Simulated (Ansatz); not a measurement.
Conformers of C$_{2}$H$_{7}$FO$_{2}$Si, SMILES `CO[SiH](F)OC`, each relaxed with PBE0-D4/def2-TZVP in Ansatz. CBS adds the triple-zeta coupled-cluster correction to the MP2 limit.

Not all of them had a frequency check.

Conformer A:

```xyz
13

C    -0.853    2.000   -0.882
O    -0.853    1.475    0.428
Si   -0.515   -0.047    0.846
F    -0.279   -0.037    2.415
O     0.820   -0.518    0.054
C     1.355   -1.824    0.062
H     0.081    1.769   -1.401
H    -0.960    3.083   -0.811
H    -1.691    1.605   -1.466
H    -1.622   -0.992    0.592
H     1.951   -1.992    0.962
H     1.998   -1.937   -0.812
H     0.568   -2.586    0.013
```

Conformer B:

Z-matrix (Å, degrees):
```
C
O 1 1.411
H 1 1.094 2 111.0
H 1 1.091 2 108.0 3 119.2
H 1 1.096 2 111.7 3 -121.6
Si 2 1.615 1 125.1 3 69.9
O 6 1.615 2 105.8 1 -178.8
F 6 1.596 2 110.3 1 -59.4
H 6 1.479 2 112.6 1 57.9
C 7 1.411 6 125.1 2 179.0
H 10 1.091 7 108.0 6 170.6
H 10 1.096 7 111.7 6 51.4
H 10 1.094 7 111.0 6 -70.2
```

Conformer C:

Z-matrix (Å, degrees):
```
C
O 1 1.411
H 1 1.094 2 111.3
H 1 1.091 2 108.1 3 -119.5
H 1 1.095 2 111.2 3 121.6
Si 2 1.623 1 125.9 3 -54.7
O 6 1.612 2 108.9 1 169.0
F 6 1.597 2 107.7 1 48.2
H 6 1.471 2 113.8 1 -70.5
C 7 1.413 6 126.6 2 -48.1
H 10 1.094 7 110.9 6 -71.5
H 10 1.091 7 108.0 6 169.5
H 10 1.093 7 111.2 6 50.0
```

**Question.** Which is lowest in electronic energy at CCSD(T)/CBS (frozen core, def2 sets), and by how much? (An estimate is asked.)

**Answer.** Ansatz gave: C; A lies 3.7 kJ/mol higher, B lies 5.7 kJ/mol higher.

**Question.** Give the energies relative to C (kJ/mol) with PBE-D4/def2-TZVPP, r2SCAN-D4/def2-TZVPP, B3LYP-D4/def2-TZVPP, B3LYP/def2-TZVPP, HF/def2-TZVPP, SCS-MP2/def2-TZVPP, MP2/CBS(def2). (Best estimate.)

**Answer.** The calculation gave: 
| level | A | B |
| --- | --- | --- |
| PBE-D4/def2-TZVPP | 3.8 | 5.5 |
| r2SCAN-D4/def2-TZVPP | 3.5 | 5.0 |
| B3LYP-D4/def2-TZVPP | 4.3 | 6.2 |
| B3LYP/def2-TZVPP | 4.0 | 5.3 |
| HF/def2-TZVPP | 3.9 | 5.3 |
| SCS-MP2/def2-TZVPP | 3.9 | 5.6 |
| MP2/CBS(def2) | 3.8 | 5.7 |

B3LYP here is the variant with VWN-RPA as its local correlation; programs differ in this.
